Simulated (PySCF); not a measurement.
C2H7BFN, SMILES CN(BF)C.

Geometry optimised at B3LYP-D3(BJ)/def2-SVP. The structure was generated by enumeration, and PubChem lists no compound with its InChIKey, so it may never have been made. Other conformers were not sampled.

These are B3LYP-D3(BJ)/def2-SVP run with PySCF values and carry that method's errors.

No scaling factor is applied to the harmonic values.

Problem. Estimate the vibrational spectrum. (Estimate from the structure and the level; the computed values follow.)

Solution. 
```json
[
 {"mode": "1", "ν (cm⁻¹)": "170", "IR (km/mol)": "0.1", "moving atoms (share of kinetic energy)": "H 62 %, N 15 %, F 14 %"},
 {"mode": "2", "ν (cm⁻¹)": "206", "IR (km/mol)": "0.0", "moving atoms (share of kinetic energy)": "H 93 %"},
 {"mode": "3", "ν (cm⁻¹)": "258", "IR (km/mol)": "0.1", "moving atoms (share of kinetic energy)": "H 62 %, B 21 %, F 9 %"},
 {"mode": "4", "ν (cm⁻¹)": "259", "IR (km/mol)": "3.0", "moving atoms (share of kinetic energy)": "F 36 %, C 34 %, H 19 %, N 9 %"},
 {"mode": "5", "ν (cm⁻¹)": "327", "IR (km/mol)": "7.5", "moving atoms (share of kinetic energy)": "N 44 %, H 40 %, B 10 %"},
 {"mode": "6", "ν (cm⁻¹)": "388", "IR (km/mol)": "2.0", "moving atoms (share of kinetic energy)": "C 41 %, H 37 %, F 9 %"},
 {"mode": "7", "ν (cm⁻¹)": "546", "IR (km/mol)": "8.1", "moving atoms (share of kinetic energy)": "F 33 %, C 27 %, H 14 %, B 13 %, N 13 %"},
 {"mode": "8", "ν (cm⁻¹)": "858", "IR (km/mol)": "1.9", "moving atoms (share of kinetic energy)": "C 46 %, B 29 %, H 22 %"},
 {"mode": "9", "ν (cm⁻¹)": "894", "IR (km/mol)": "32.8", "moving atoms (share of kinetic energy)": "H 60 %, B 36 %"},
 {"mode": "10", "ν (cm⁻¹)": "1079", "IR (km/mol)": "10.5", "moving atoms (share of kinetic energy)": "H 71 %, C 24 %"},
 {"mode": "11", "ν (cm⁻¹)": "1084", "IR (km/mol)": "15.4", "moving atoms (share of kinetic energy)": "H 74 %, C 16 %"},
 {"mode": "12", "ν (cm⁻¹)": "1114", "IR (km/mol)": "23.3", "moving atoms (share of kinetic energy)": "H 51 %, B 22 %, F 18 %"},
 {"mode": "13", "ν (cm⁻¹)": "1117", "IR (km/mol)": "0.0", "moving atoms (share of kinetic energy)": "H 80 %, C 20 %"},
 {"mode": "14", "ν (cm⁻¹)": "1177", "IR (km/mol)": "1.8", "moving atoms (share of kinetic energy)": "H 68 %, C 20 %, N 12 %"},
 {"mode": "15", "ν (cm⁻¹)": "1244", "IR (km/mol)": "45.3", "moving atoms (share of kinetic energy)": "N 40 %, C 23 %, H 17 %, B 14 %"},
 {"mode": "16", "ν (cm⁻¹)": "1301", "IR (km/mol)": "128.9", "moving atoms (share of kinetic energy)": "N 33 %, B 25 %, H 24 %, C 10 %"},
 {"mode": "17", "ν (cm⁻¹)": "1430", "IR (km/mol)": "1.3", "moving atoms (share of kinetic energy)": "H 85 %, C 14 %"},
 {"mode": "18", "ν (cm⁻¹)": "1450", "IR (km/mol)": "55.8", "moving atoms (share of kinetic energy)": "H 70 %, C 21 %"},
 {"mode": "19", "ν (cm⁻¹)": "1458", "IR (km/mol)": "1.2", "moving atoms (share of kinetic energy)": "H 97 %"},
 {"mode": "20", "ν (cm⁻¹)": "1469", "IR (km/mol)": "36.1", "moving atoms (share of kinetic energy)": "H 84 %, B 9 %"},
 {"mode": "21", "ν (cm⁻¹)": "1471", "IR (km/mol)": "15.7", "moving atoms (share of kinetic energy)": "H 97 %"},
 {"mode": "22", "ν (cm⁻¹)": "1477", "IR (km/mol)": "25.6", "moving atoms (share of kinetic energy)": "H 95 %"},
 {"mode": "23", "ν (cm⁻¹)": "1575", "IR (km/mol)": "250.6", "moving atoms (share of kinetic energy)": "N 37 %, H 32 %, B 29 %"},
 {"mode": "24", "ν (cm⁻¹)": "2621", "IR (km/mol)": "151.9", "moving atoms (share of kinetic energy)": "H 91 %, B 9 %"},
 {"mode": "25", "ν (cm⁻¹)": "2993", "IR (km/mol)": "41.0", "moving atoms (share of kinetic energy)": "H 97 %"},
 {"mode": "26", "ν (cm⁻¹)": "3000", "IR (km/mol)": "74.1", "moving atoms (share of kinetic energy)": "H 97 %"},
 {"mode": "27", "ν (cm⁻¹)": "3048", "IR (km/mol)": "64.2", "moving atoms (share of kinetic energy)": "H 90 %, C 10 %"},
 {"mode": "28", "ν (cm⁻¹)": "3055", "IR (km/mol)": "12.6", "moving atoms (share of kinetic energy)": "H 90 %, C 10 %"},
 {"mode": "29", "ν (cm⁻¹)": "3139", "IR (km/mol)": "12.2", "moving atoms (share of kinetic energy)": "H 91 %, C 9 %"},
 {"mode": "30", "ν (cm⁻¹)": "3154", "IR (km/mol)": "5.6", "moving atoms (share of kinetic energy)": "H 91 %, C 9 %"}
]
```
